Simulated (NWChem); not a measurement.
System: C2H4OS; SMILES O=CCS

```xyz
8

O     -0.3943     2.1210    -0.1346
C     -0.2304     1.0316     0.3386
C      0.8595     0.0781    -0.0860
S      0.1796    -1.5453    -0.5509
H     -0.9051     0.6342     1.1427
H      1.6048    -0.0362     0.7178
H      1.3659     0.4875    -0.9718
H     -0.0411    -1.9911     0.7050
```
Atoms are numbered in this order, from 1.

All runs: NWChem. Geometry optimised at PBE0/def2-SVP; all other runs use it. Pople sets run with spherical d functions. Vzz has the sign of the potential's second derivative.

```tsv
quantity	level	value
dipole in solution (D) in toluene	M05-2X/6-31G*, SMD	3.11
charge (e), Mulliken C2	Hartree-Fock/6-31G*	0.37
first 1s excitation (eV), S K edge, unshifted	B3LYP/6-311G**, TDA	2415.5
Vzz O1 (a.u.)	PBE/cc-pVTZ	-1.870
dipole (D)	PBE0/def2-SVP	2.66
highest harmonic frequency (cm⁻¹)	PBE0/def2-SVP	3173
```
